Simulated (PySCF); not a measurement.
## Mn (manganese, neutral) across methods

[Ar] 3d5 4s1 5s1, high-spin 8S determinant (an excited configuration). All numbers are calculated (PySCF 2.14, the non-relativistic Hamiltonian (point nucleus), in aug-cc-pVQZ (9s8p6d4f3g2h, 140 functions)).

```csv
method,E (hartree),mean ε 3d α (eV),mean ε 4s α (eV),mean ε 5s α (eV),Σ⟨r²⟩ (bohr²),⟨S²⟩
r2SCANh,-1150.807,-14.201,-9.406,-1.676,102.7,15.750
M06-2X,-1150.784,-17.565,-9.890,-2.016,99.74,15.751
TPSSh,-1150.845,-13.740,-9.061,-1.686,102.4,15.750
PBE0,-1150.626,-15.173,-9.583,-1.883,103.1,15.750
r2SCAN,-1150.813,-13.314,-9.127,-1.587,102.4,15.750
UHF,-1149.73710,-21.785,-11.445,-2.367,109.6,15.750
LDA,-1148.457,-13.006,-9.094,-1.623,100.3,15.750
PBE,-1150.586,-12.808,-8.848,-1.633,101.1,15.750
```

The outer electron is Rydberg-like, and this basis confines it to a smaller radius and binds it less than a complete one would.
